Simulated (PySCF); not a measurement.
CH3BF2, SMILES CB(F)F. Atoms are numbered in the order given.

```xyz
7

B      0.0378    -0.0338     0.0603
F      1.3573    -0.2317     0.0142
F     -0.6083    -0.6626     1.0450
C     -0.7066     0.8476    -0.9962
H     -1.6544     1.2657    -0.6067
H     -0.9683     0.2038    -1.8651
H     -0.0678     1.6636    -1.3856
```
Charge 0, spin multiplicity 1.

The structure is a stationary point at PBE-D3(BJ)/def2-SVP.

The numbers are results of PBE0/pcSseg-2 (PySCF), not measurements.

GIAO shieldings, no solvent; atoms alike by connectivity are averaged. δ = σ(ref) − σ: ¹¹B against BF3 (σ = 88.8 ppm); ¹⁹F against CFCl3 (σ = 165.8 ppm); ¹³C against TMS (σ = 186.1 ppm); ¹H against TMS (σ = 31.54 ppm), references at their B3LYP-D3(BJ)/def2-TZVP geometries, non-relativistic.

```tsv
nucleus	atoms	count	δ (ppm)
¹¹B	B1	1	20.1
¹⁹F	F2, F3	2	-74.1
¹³C	C4	1	-0.9
¹H	H5, H6, H7	3	1.04
```
